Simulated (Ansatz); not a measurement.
Reaction (atomization): `C[SiH2]CCl` → 2 C• + Cl• + 7 H• + Si•

Isolated molecules relaxed with PBE0-D4/def2-TZVP in Ansatz; ΔE leaves out vibrations. CBS: MP2 limit from def2 TZ/QZ plus the TZ coupled-cluster correction, frozen cores. This one scheme is used for every species, atoms too. For atomizations the MP2-based limit and the directly extrapolated one differ by several kJ/mol either way, and by 10 to 25 for some Ge, Se and Sn compounds, so smaller differences from it don't rank the levels. Functionals use def2-TZVPP. HSE06 is defined as in plane-wave codes. No spin–orbit coupling; open shells (•) take unrestricted orbitals. Spin–orbit coupling would lower the free atoms: a little for C, Cl, Si. One conformer a species, not always the lowest.

```csv
level,ΔE (kJ/mol),difference from CCSD(T)/CBS
PBE-D4,3832.5,27.8
BHLYP-D4,3731.4,-73.3
PBE-QIDH,3785.1,-19.6
PBE0,3784.9,-19.8
HSE06,3788.3,-16.4
MP2/def2-SVP,3599.2,-205.5
MP2/def2-TZVPP,3735.7,-69.0
SCS-MP2/def2-TZVPP,3738.1,-66.6
MP2/def2-QZVPP,3788.8,-15.9
MP2/CBS(def2),3825.7,21.0
CCSD(T)/CBS,3804.7,0
```

Largest T1 diagnostic among the species: 0.012.

From PBE to PBE0 (25 % exact exchange), in def2-TZVPP and without D4, ΔE moves by −25.2 kJ/mol: exact exchange takes away binding that semilocal exchange gives to molecules. At CCSD(T), def2-SVP lies −209.8 kJ/mol from the extrapolated value and def2-TZVPP −90.0 kJ/mol: correlation converges slowly with the basis, and small sets miss more of it in the bonded molecule than in its fragments. Leaving LDA and LC-ωPBE aside and taking each functional with its dispersion term where it has one, the values spread over 101.0 kJ/mol, from BHLYP-D4 to PBE-D4. LDA lies +455.8 kJ/mol from PBE without D4, its usual overbinding.
